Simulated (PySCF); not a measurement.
# From computed data to an observable: oscillator strength and radiative lifetime

Si(H)2(OMe)(NH2) (CH7NOSi), SMILES CO[SiH2]N.

Geometry optimised at B3LYP-D3(BJ)/def2-SVP. The values are those of a single conformer.

TDDFT-PBE/def2-SVPD run with PySCF puts the first singlet state with f over 0.02 at 6.27 eV (vertical), with the transition dipole (-0.347, -0.344, 0.000) in atomic units.

Find the oscillator strength, the wavelength and the radiative lifetime that this transition would have in vacuum if emission retraced absorption.


|μ|² = 0.2387 au, so |μ| = 1.24 D. ΔE = 6.27/27.211 = 0.2304 hartree. f = (2/3) ΔE |μ|² = 0.037 (the program prints 0.037).
λ = 1239.84/6.27 = 198 nm; ν = 50571 cm⁻¹.
Einstein's coefficient A = 0.6670 ν² f s⁻¹ (ν in cm⁻¹) = 6.3e7 s⁻¹, so τ = 1/A = 16 ns. This state is S2; the lower singlet has f = 0.000. The figure is the radiative limit of this one transition; relaxation, internal conversion, crossing to triplets and a medium change what is measured.
